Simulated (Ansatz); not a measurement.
Program: Ansatz. Geometries: PBE0-D4/def2-TZVP. ΔE: electronic, gas phase. CCSD(T)/CBS adds triple-zeta CCSD(T) − MP2 to the extrapolated MP2 energy (def2 sets, frozen cores). This one scheme is used for every species. Functionals use def2-TZVPP. Each species was taken in one conformer, which may not be the lowest.

Consider the formal exchange of groups at the Si–O bond: `N[SiH](O)CCl` + SiH₄ → `N[SiH]([SiH3])CCl` + H₂O.

CCSD(T)/CBS gives +117.9 kJ/mol.

**Question.** Another level gave +99.9 kJ/mol. Which?
A. PBE-D4/def2-TZVPP
B. CCSD(T)/def2-TZVPP
C. HF/def2-TZVPP
D. ωB97M-V/def2-TZVPP

**Answer.** A. PBE-D4 99.9, CCSD(T)/def2-TZVPP 122.0, HF/def2-TZVPP 146.0, ωB97M-V 127.0 kJ/mol.

Largest T1 diagnostic among the species: 0.011.

The D4 term adds −6.1 kJ/mol with B3LYP and −3.7 kJ/mol with PBE0; it sums over pairs of atoms, weighted by their polarisabilities, and B3LYP, whose exchange is more repulsive, gets the larger term. From PBE to PBE0 (25 % exact exchange), in def2-TZVPP and without D4, ΔE moves by +5.5 kJ/mol. In def2-TZVPP, CCSD(T) changes the Hartree–Fock value by −24.0 kJ/mol (the triples alone add −2.9 kJ/mol) and MP2 by −19.5 kJ/mol.

B3LYP here is the variant with VWN-RPA as its local correlation; programs differ in this.
